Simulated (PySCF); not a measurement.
C5H8S. Atoms are numbered in the order given.

```xyz
14

C      2.9581     0.1837     0.0000
C      1.7627    -0.4125     0.0000
C      0.4452     0.2977     0.0000
C     -0.5369    -0.0592     1.1448
S     -1.9927     0.0256     0.0000
C     -0.5369    -0.0592    -1.1448
H      3.0503     1.2750     0.0000
H      3.8874    -0.3924     0.0000
H      1.7094    -1.5097     0.0000
H      0.6094     1.3865     0.0000
H     -0.3935    -1.0808     1.5312
H     -0.5703     0.6445     1.9886
H     -0.5703     0.6445    -1.9886
H     -0.3935    -1.0808    -1.5312
```
Charge 0, spin multiplicity 1.

The structure is a stationary point at B3LYP-D3(BJ)/def2-SVP. One conformer was computed; it need not be the lowest.

Level of theory: KT2/pcSseg-1 (PySCF).

GIAO shieldings, no solvent; atoms listed in one row are averaged. δ = σ(ref) − σ: ¹³C against TMS (σ = 185.1 ppm); ³³S against H2S (σ = 723.0 ppm); ¹H against TMS (σ = 31.47 ppm), references at their B3LYP-D3(BJ)/def2-TZVP geometries, non-relativistic.

Computed chemical shifts:
```json
[
 {"nucleus": "¹³C", "atoms": "C2", "count": "1", "δ (ppm)": "143.7"},
 {"nucleus": "¹³C", "atoms": "C1", "count": "1", "δ (ppm)": "114.4"},
 {"nucleus": "¹³C", "atoms": "C3", "count": "1", "δ (ppm)": "54.4"},
 {"nucleus": "¹³C", "atoms": "C4, C6", "count": "2", "δ (ppm)": "42.9"},
 {"nucleus": "³³S", "atoms": "S5", "count": "1", "δ (ppm)": "221.0"},
 {"nucleus": "¹H", "atoms": "H9", "count": "1", "δ (ppm)": "6.27"},
 {"nucleus": "¹H", "atoms": "H7", "count": "1", "δ (ppm)": "5.29"},
 {"nucleus": "¹H", "atoms": "H8", "count": "1", "δ (ppm)": "5.16"},
 {"nucleus": "¹H", "atoms": "H10", "count": "1", "δ (ppm)": "4.07"},
 {"nucleus": "¹H", "atoms": "H11, H14", "count": "2", "δ (ppm)": "3.70"},
 {"nucleus": "¹H", "atoms": "H12, H13", "count": "2", "δ (ppm)": "3.23"}
]
```
